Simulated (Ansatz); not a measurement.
ClFHOSi, SMILES `O[Si](F)Cl` radical at its PBE0-D4/def2-TZVP geometry, where that method's forces vanish. Charge 0, multiplicity 2.

| atom | x (Å) | y (Å) | z (Å) |
| --- | --- | --- | --- |
| O1 | -0.602 | 0.451 | 0.878 |
| Si2 | 0.416 | 0.222 | -0.374 |
| F3 | -0.322 | -0.602 | -1.525 |
| Cl4 | 1.977 | -0.887 | 0.332 |
| H5 | -1.470 | 0.816 | 0.690 |

**Question.** For each bond, give half the difference of the two atoms' forces along it (eV/Å; positive pushes the atoms apart) under PBE-D4, r2SCAN-D4, B3LYP-D4, ωB97M-V in def2-TZVPP. (Estimate.)

**Answer.** Ansatz gave: 
```tsv
bond	length (Å)	PBE-D4	r2SCAN-D4	B3LYP-D4	ωB97M-V
O1–Si2	1.630	0.36	0.07	0.13	0.12
O1–H5	0.960	0.31	0.01	-0.03	-0.06
Si2–F3	1.596	0.53	0.05	0.18	0.15
Si2–Cl4	2.040	0.17	0.04	0.19	0.07
```

B3LYP here is the variant with VWN-RPA as its local correlation; programs differ in this.
